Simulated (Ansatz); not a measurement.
A nudged elastic band was laid between two geometries of Cl2GeH2O + FH (8 atoms, charge 0, multiplicity 1).

Theory: Ansatz 0.2.0, RKS PBE/def2-SVP.

```
movable images  : 7
climbing image  : yes
spring          : 5.0 eV/Å²
optimiser       : quadratic models (default)
start path      : through a guess of the saddle point
force threshold : 0.05 eV/Å
iteration limit : 60
end points      : relaxed
```

Initial state:

```xyz
8
Properties=species:S:1:pos:R:3
Ge -0.147 -0.096 -0.076
O -0.110 0.010 1.730
H -0.986 -0.161 2.129
H 1.287 0.029 -0.594
Cl -1.505 1.388 -0.856
Cl -0.987 -2.038 -0.545
F 1.334 2.046 1.314
H 0.810 1.414 1.804
```

Final state:

```xyz
8
Properties=species:S:1:pos:R:3
Ge -0.128 0.515 -0.275
O 0.754 -0.201 2.058
H -0.013 -0.743 2.332
H 1.283 -0.029 -0.526
Cl -0.829 1.364 -2.147
Cl -1.674 -0.916 0.272
F -0.230 1.912 0.797
H 0.533 0.691 2.396
```

Question: What changes between the two ends?

Answer: Bonds broken: Ge1–O2, F7–H8. Bonds formed: Ge1–F7, O2–H8. Cl2GeH2O + FH becomes Cl2FGeH + H2O.

Question: What energy profile does the band end with?

Answer: The forces met the threshold. The highest image is number 4 of 0 to 8, 0.43 eV above the first end and 0.68 eV above the last; the last end lies 0.26 eV below the first. A vibrational analysis at the climbing image gives one clearly imaginary mode, 425i cm⁻¹: a first-order saddle point. The orbitals stay closed-shell, which can raise the energy where a bond breaks towards radicals; this wasn't checked here.

| image | path coordinate (Å) | energy (eV) | Ge1–O2 (Å) | F7–H8 (Å) | Ge1–F7 (Å) |
| --- | --- | --- | --- | --- | --- |
| 0 | 0.00 | 0.00 | 1.81 | 0.96 | 2.95 |
| 1 | 0.31 | 0.01 | 1.81 | 0.96 | 2.80 |
| 2 | 0.61 | 0.08 | 1.84 | 0.98 | 2.51 |
| 3 | 0.92 | 0.27 | 1.89 | 1.05 | 2.24 |
| 4 | 1.23 | 0.43 | 1.97 | 1.26 | 2.04 |
| 5 | 1.95 | 0.24 | 2.21 | 1.79 | 1.83 |
| 6 | 2.67 | 0.10 | 2.33 | 1.89 | 1.80 |
| 7 | 3.39 | -0.14 | 2.48 | 1.96 | 1.78 |
| 8 | 4.11 | -0.26 | 2.59 | 2.15 | 1.76 |

Question: What is the geometry of the highest image?

Answer: 
```xyz
8
Properties=species:S:1:pos:R:3:forces:R:3
Ge 0.113 0.190 -0.053 0.00 0.00 0.00
O -0.022 -0.002 1.908 0.01 -0.03 -0.01
H -0.934 -0.151 2.231 0.01 0.03 -0.01
H 1.497 -0.068 -0.670 -0.01 0.00 0.00
Cl -1.319 1.534 -0.964 0.00 -0.01 0.00
Cl -0.933 -1.739 -0.358 0.00 0.01 0.00
F 0.903 1.773 0.957 0.00 0.00 0.00
H 0.391 1.055 1.854 -0.02 0.01 0.02
```

Question: What are the harmonic wavenumbers there?

Answer: 425i, 67, 155, 191, 195, 369, 394, 413, 477, 582, 669, 739, 777, 1011, 1262, 1962, 2140, 3687 cm⁻¹.

Time of the run: 110 s on 4 threads of Arm Neoverse V1, with other jobs on the host, peak memory 0.18 GiB.
